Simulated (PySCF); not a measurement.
**Peak assignment**

Geometry:
| atom | x (Å) | y (Å) | z (Å) |
| --- | --- | --- | --- |
| C1 | 4.373 | 0.077 | -0.152 |
| C2 | 3.009 | -0.370 | 0.063 |
| C3 | 1.860 | -0.751 | 0.247 |
| Al4 | 0.062 | -1.326 | 0.536 |
| C5 | -1.401 | -0.034 | 0.177 |
| C6 | -1.310 | 0.405 | -1.288 |
| C7 | -1.191 | 1.187 | 1.080 |
| C8 | -2.771 | -0.654 | 0.452 |
| H9 | 4.991 | -0.728 | -0.581 |
| H10 | 4.838 | 0.384 | 0.798 |
| H11 | 4.409 | 0.937 | -0.838 |
| H12 | -0.195 | -2.808 | 1.055 |
| H13 | -2.083 | 1.165 | -1.516 |
| H14 | -0.331 | 0.854 | -1.526 |
| H15 | -1.472 | -0.432 | -1.989 |
| H16 | -0.207 | 1.659 | 0.918 |
| H17 | -1.960 | 1.958 | 0.877 |
| H18 | -1.269 | 0.937 | 2.152 |
| H19 | -2.964 | -1.535 | -0.183 |
| H20 | -3.580 | 0.075 | 0.251 |
| H21 | -2.880 | -0.978 | 1.500 |

- GIAO PBE0/pcSseg-1 shieldings
- PBE0-D3(BJ)/def2-SVP structure
- run in PySCF 2.14
- non-relativistic Hamiltonian, rapidly exchanging positions averaged, no solvent model, one computed conformer

Referencing at the same level of theory: 13C (σ = 184.41 ppm) and 1H (σ = 31.27 ppm) vs TMS.

Task: Assign these signals to the numbered atoms. 13C{1H} NMR (computed): δ 118.9, 95.6, 28.3, 18.4, 6.1.

Result: 
118.9 → C2, alkyne carbon
95.6 → C3, alkyne carbon: the triple bond shields along its axis, which puts it between sp3 and sp2 carbons
28.3 → C6/C7/C8, methyl carbon: saturated and bonded to C and H only
18.4 → C5, fully substituted sp3 carbon bonded to Al
6.1 → C1, propargylic methyl carbon: aliphatic region, no heteroatom directly attached

Task: Assign these signals to the numbered atoms. 1H NMR (500 MHz, computed): δ 4.86 (br, 1H), 1.99 (s, 3H), 0.99 (s, 9H).

Result: 
| δ (ppm) | atoms | environment | reason |
| --- | --- | --- | --- |
| 4.86 | H12 | hydrogen on an aluminium bonded to 2 C | – |
| 1.99 | H9/H10/H11 | hydrogen on a propargylic methyl carbon | – |
| 0.99 | H13/H14/H15/H16/H17/H18/H19/H20/H21 | hydrogen on a methyl carbon | – |

Hydrides on Al or Ga are broadened by the quadrupolar metal nucleus. Shifts are as computed. Against solution values, carbons near 30 ppm lie about +2 ppm off and those near 130 ppm about +5 ppm. Of 1211 compounds with measured shifts, 218 miss one by over three times the rms of a fit or turn the order of signals round; such compounds aren't used in these exercises. Multiplicities follow the n + 1 count of equivalent neighbours, as no J values were calculated; m marks all less simple cases, F and P coupling included.
